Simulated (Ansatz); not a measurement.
Program: Ansatz. Geometries: PBE0-D4/def2-TZVP. ΔE: electronic, gas phase. CCSD(T)/CBS adds triple-zeta CCSD(T) − MP2 to the extrapolated MP2 energy (def2 sets, frozen cores). Functionals use def2-TZVPP. One conformer a species, not always the lowest.

Reaction (isomerisation): `C[Si](F)(S)Cl` → `CS[SiH](F)Cl`

```json
{"level": "BLYP-D4", "ΔE (kJ/mol)": "61.8"}
{"level": "SCS-MP2/def2-TZVPP", "ΔE (kJ/mol)": "64.7"}
```

Q: What does CCSD(T)/CBS give? (An estimate is asked.)

A: The calculation gave: +66.2 kJ/mol. The listed levels differ from it by -4.4, -1.5 kJ/mol.

Largest T1 diagnostic among the species: 0.011.

From BLYP to BHLYP (50 % exact exchange), in def2-TZVPP and without D4, ΔE moves by +4.4 kJ/mol. At CCSD(T), def2-SVP lies −3.1 kJ/mol from the extrapolated value and def2-TZVPP +1.7 kJ/mol. In def2-TZVPP, CCSD(T) changes the Hartree–Fock value by +4.2 kJ/mol (the triples alone add −0.7 kJ/mol) and MP2 by +4.5 kJ/mol.
